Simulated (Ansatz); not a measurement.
## Ansatz (development build ahead of 0.2.0) run

```yaml
crystal:
  periodic: [false, false, false]
  atoms:
    - { symbol: Ni, position_ang: [0.0, 0.0, 0.0] }
    - { symbol: Ni, position_ang: [0.0, 0.0, 3.231] }
basis:
  gaussian: { orbitals: pcseg-2 }
magnetization:
  spin_polarized: true
hamiltonian:
  xc: pbe0
```

The input is written out in the form of the current development build from the run's settings.

The run gave:

```yaml
Converged: yes
Total_energy: -3016.16082 hartree
Spin_squared_of_the_determinant: 1.280
Stability_test: minimum
```

Caution: the unrestricted determinant is a mixture of spin states.
